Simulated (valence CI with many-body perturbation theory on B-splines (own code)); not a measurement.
**E1 transitions of Ba⁴⁹⁺**

Level of theory: valence CI with perturbative core correlation (CI+MBPT): five valence electrons over a frozen Dirac-Fock core [He], radial functions for each j: 9 s, 9 p, 8 d, 6 f, 3 g, 1 h, with the one-electron correlation potential Σ1, the two-electron term Σ2, the three-electron term Σ3, Breit, model QED; selected CI, second order for the rest (own B-spline code, finite nucleus).

No measured spectrum was set against this ion. As an estimate, large intervals hold to a few tenths of a per cent, small ones and those within an open d or f shell to about a per cent. Among the levels kept, up to 1200 cm⁻¹ of a level comes from second order outside the variational space, and about a tenth of that is noise between levels of different J, which matters for small intervals.

Lines 51 to 100 of 266 in falling wavelength, among levels below 429.79 Ry, chosen from the strongest by gf and those to the six lowest levels. Wavelengths and rates use the calculated energies. Electric multipoles are in the length gauge, E1 and E2 with the static RPA response of the core. Weak lines are less certain than strong ones. Lines between different terms over intervals too small for the method are left out, as are lines whose strength nearly cancels. The highest levels of a list are the least certain.

Levels are named by their leading jj configuration (3d3/2^4 stands for four electrons in 3d with j = 3/2), which in mixed levels can hold well under half, so a name can repeat and another be missing. Letters in brackets count levels of one name in rising energy.

```csv
λ vac (Å),Upper,Lower,A (s⁻¹),log gf,Branch %
65.35,(2s 2p1/2^2 2p3/2 3p3/2) J=3/2 [a],(2s 2p1/2^2 2p3/2 3s) J=5/2,2.15e+10,-1.26,0.0
65.26,(2s^2 2p1/2 2p3/2 3d3/2) J=5/2 [a],(2s^2 2p1/2 2p3/2 3p1/2) J=3/2 [a],6.01e+10,-0.64,0.0
64.94,(2s 2p1/2^2 2p3/2 3d3/2) J=3/2,(2s 2p1/2^2 2p3/2 3p1/2) J=3/2 [a],5.34e+10,-0.87,0.1
64.73,(2s 2p1/2^2 2p3/2 3d3/2) J=3/2,(2s 2p1/2^2 2p3/2 3p1/2) J=5/2,2.48e+10,-1.21,0.0
64.71,(2s 2p1/2^2 2p3/2 3p3/2) J=3/2 [a],(2s^2 2p1/2 2p3/2 3p3/2) J=3/2 [b],3.09e+10,-1.11,0.0
64.55,(2s^2 2p1/2 2p3/2 3d3/2) J=7/2,(2s^2 2p1/2 2p3/2 3p1/2) J=5/2,8.74e+10,-0.36,22.6
64.42,(2s^2 2p1/2^2 3d3/2) J=3/2,(2s^2 2p1/2^2 3p1/2) J=1/2,9.26e+10,-0.64,0.1
64.29,(2s 2p1/2^2 2p3/2 3d3/2) J=1/2,(2s 2p1/2^2 2p3/2 3p1/2) J=3/2 [a],1.05e+11,-0.89,0.3
64.17,(2s 2p1/2^2 2p3/2 3d3/2) J=7/2,(2s 2p1/2^2 2p3/2 3p1/2) J=5/2,5.72e+10,-0.55,3.9
64.11,(2s 2p1/2^2 2p3/2 3p3/2) J=3/2 [b],(2s 2p1/2^2 2p3/2 3s) J=3/2 [b],6.75e+10,-0.78,0.1
63.97,(2s^2 2p1/2 2p3/2 3d3/2) J=3/2 [a],(2s^2 2p1/2 2p3/2 3p1/2) J=1/2,4.14e+10,-0.99,0.0
63.48,(2s^2 2p1/2^2 3p3/2) J=3/2,(2s^2 2p1/2^2 3s) J=1/2,1.45e+11,-0.45,23.9
63.44,(2s 2p1/2^2 2p3/2 3p3/2) J=3/2 [b],(2s 2p1/2^2 2p3/2 3s) J=1/2,8.13e+10,-0.71,0.1
63.07,(2s 2p1/2^2 2p3/2 3d3/2) J=5/2,(2s^2 2p1/2 2p3/2 3d3/2) J=5/2 [a],2.07e+10,-1.13,0.0
62.99,(2s^2 2p1/2 2p3/2 3p3/2) J=3/2 [a],(2s^2 2p1/2 2p3/2 3s) J=3/2 [a],2.91e+10,-1.16,4.3
62.55,(2s^2 2p1/2 2p3/2 3d3/2) J=1/2 [a],(2s^2 2p1/2 2p3/2 3p1/2) J=1/2,8.53e+10,-1.00,0.1
62.03,(2s 2p1/2^2 2p3/2 3p3/2) J=1/2 [b],(2s 2p1/2^2 2p3/2 3s) J=1/2,1.38e+11,-0.80,1.9
61.27,(2s 2p1/2^2 2p3/2 3p3/2) J=5/2 [a],(2s 2p1/2^2 2p3/2 3s) J=5/2,2.92e+10,-1.01,0.0
60.99,(2s^2 2p1/2 2p3/2 3p3/2) J=5/2 [b],(2s^2 2p1/2 2p3/2 3s) J=3/2 [b],7.83e+10,-0.58,3.6
60.83,(2s^2 2p1/2 2p3/2 3p3/2) J=3/2 [b],(2s^2 2p1/2 2p3/2 3s) J=3/2 [a],2.52e+10,-1.25,0.1
60.27,(2s 2p1/2^2 2p3/2 3s) J=5/2,(2s^2 2p1/2 2p3/2 3s) J=3/2 [a],9.74e+10,-0.50,0.5
60.22,(2s^2 2p1/2 2p3/2 3d3/2) J=5/2 [b],(2s^2 2p1/2 2p3/2 3p1/2) J=5/2,3.89e+10,-0.90,0.0
59.97,(2s 2p1/2^2 2p3/2 3s) J=3/2 [a],(2s^2 2p1/2 2p3/2 3s) J=3/2 [b],4.85e+10,-0.98,0.1
59.90,(2s^2 2p3/2^3) J=3/2,(2s 2p1/2^2 2p3/2^2) J=5/2,1.79e+08,-3.41,12.2
59.63,(2s^2 2p1/2 2p3/2 3p3/2) J=5/2 [b],(2s^2 2p1/2 2p3/2 3s) J=5/2,9.44e+10,-0.52,4.4
59.57,(2s 2p1/2^2 2p3/2 3p3/2) J=1/2 [a],(2s^2 2p1/2 2p3/2 3p3/2) J=3/2 [b],6.17e+10,-1.18,0.0
59.37,(2s 2p1/2^2 2p3/2^2) J=5/2,(2s^2 2p1/2 2p3/2^2) J=5/2,9.35e+09,-1.53,3.4
59.21,(2s 2p1/2^2 2p3/2 3p3/2) J=7/2,(2s^2 2p1/2 2p3/2 3p3/2) J=5/2 [a],1.45e+10,-1.22,0.7
58.37,(2s^2 2p1/2 2p3/2 3p3/2) J=1/2 [b],(2s^2 2p1/2 2p3/2 3s) J=3/2 [b],1.10e+11,-0.95,1.2
56.04,(2s 2p1/2^2 2p3/2 3s) J=3/2 [a],(2s^2 2p1/2 2p3/2 3s) J=1/2,4.24e+10,-1.10,0.1
54.64,(2s^2 2p1/2 2p3/2 3p3/2) J=1/2 [b],(2s^2 2p1/2 2p3/2 3s) J=1/2,6.55e+10,-1.23,0.7
54.14,(2s 2p1/2^2 2p3/2 3p3/2) J=5/2 [a],(2s^2 2p1/2 2p3/2 3p3/2) J=5/2 [a],4.80e+10,-0.90,0.0
54.06,(2s 2p1/2^2 2p3/2^2) J=5/2,(2s^2 2p1/2 2p3/2^2) J=3/2,1.82e+10,-1.32,6.6
50.00,(2s 2p1/2^2 2p3/2^2) J=1/2,(2s^2 2p1/2 2p3/2^2) J=1/2,3.67e+10,-1.56,3.4
49.69,(2s 2p1/2^2 2p3/2^2) J=3/2,(2s^2 2p1/2 2p3/2^2) J=1/2,1.02e+08,-3.82,0.0
49.39,(2s 2p1/2^2 2p3/2 3s) J=1/2,(2s^2 2p1/2 2p3/2 3s) J=3/2 [b],1.04e+11,-1.12,0.2
48.99,(2s 2p1/2^2 2p3/2 3p1/2) J=3/2 [b],(2s^2 2p1/2 2p3/2 3p1/2) J=5/2,3.86e+10,-1.26,0.1
48.91,(2p1/2^2 2p3/2^3) J=3/2,(2s 2p1/2 2p3/2^3) J=3/2 [b],3.60e+10,-1.29,1.3
48.90,(2s 2p1/2^2 2p3/2 3p3/2) J=5/2 [b],(2s^2 2p1/2 2p3/2 3p3/2) J=7/2,2.31e+10,-1.30,0.0
43.87,(2s 2p1/2^2 2p3/2^2) J=3/2,(2s^2 2p1/2 2p3/2^2) J=5/2,3.92e+10,-1.34,2.1
41.11,(2s 2p1/2^2 2p3/2^2) J=1/2,(2s^2 2p1/2 2p3/2^2) J=3/2,4.57e+08,-3.64,0.0
40.90,(2s 2p1/2^2 2p3/2^2) J=3/2,(2s^2 2p1/2 2p3/2^2) J=3/2,1.45e+10,-1.84,0.8
40.83,(2p1/2^2 2p3/2^3) J=3/2,(2s 2p1/2 2p3/2^3) J=5/2,1.05e+11,-0.98,3.8
21.45,(2s 2p1/2 2p3/2^3) J=3/2 [a],(2s^2 2p1/2 2p3/2^2) J=1/2,7.53e+09,-2.68,0.8
20.30,(2s 2p1/2^2 2p3/2^2) J=5/2,(2s^2 2p1/2^2 2p3/2) J=3/2,2.48e+11,-1.04,90.0
20.29,(2s 2p1/2 2p3/2^3) J=3/2 [a],(2s^2 2p1/2 2p3/2^2) J=5/2,3.24e+10,-2.10,3.5
19.63,(2s 2p1/2 2p3/2^3) J=3/2 [a],(2s^2 2p1/2 2p3/2^2) J=3/2,8.65e+11,-0.70,94.0
19.55,(2s 2p1/2^2 2p3/2 3d5/2) J=3/2,(2s^2 2p1/2^2 3d3/2) J=3/2,3.16e+11,-1.14,0.2
19.23,(2s 2p1/2 2p3/2^3) J=5/2,(2s^2 2p1/2 2p3/2^2) J=5/2,8.61e+11,-0.54,93.0
19.06,(2s 2p1/2^2 2p3/2 3p3/2) J=5/2 [b],(2s^2 2p1/2^2 3p3/2) J=3/2,1.02e+12,-0.48,1.3
```
